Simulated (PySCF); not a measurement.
A GIAO shielding run with PySCF 2.14 (density fitting, non-relativistic, gas phase) on `C=CO[Si@H](S)SC=C`, C₄H₈OS₂Si:

```
$ OMP_NUM_THREADS=1 python probes_run.py task.json out

{"job": {"kind": "nmr", "xc": "PBE0", "basis": "pcSseg-1"}, "charge": 0, "multiplicity": 1}
C     -3.184553     0.167467     0.443445
C     -2.566767    -0.020707    -0.706923
O     -1.245893    -0.227669    -0.873715
Si    -0.013812    -0.219812     0.173532
S      0.159691     1.719161     1.106174
S      1.578702    -0.710841    -1.161846
C      3.024842    -0.618666    -0.173576
C      3.122404    -0.308058     1.106060
H     -4.246663     0.317757     0.475755
H     -2.655947     0.164068     1.380502
H     -3.086907    -0.025019    -1.656235
H     -0.157696    -1.211541     1.228575
H     -0.989322     2.187895     0.642156
H      3.893080    -0.862514    -0.766203
H      2.276331    -0.052408     1.718551
H      4.084913    -0.290169     1.587304
```

Hardware: 1 thread of an Arm Neoverse V1, shared host. The job also computes population analyses, field gradients.

Question: How large is the calculation?

Answer: 86 electrons, 197 basis functions and 1092 auxiliary functions.

Question: How long does it take, and how much memory does it need?

Answer: 47 s of wall time, with 14 SCF cycles and 5 response iterations; peak memory 0.92 GiB. Times on a shared host scatter by some tens of per cent.
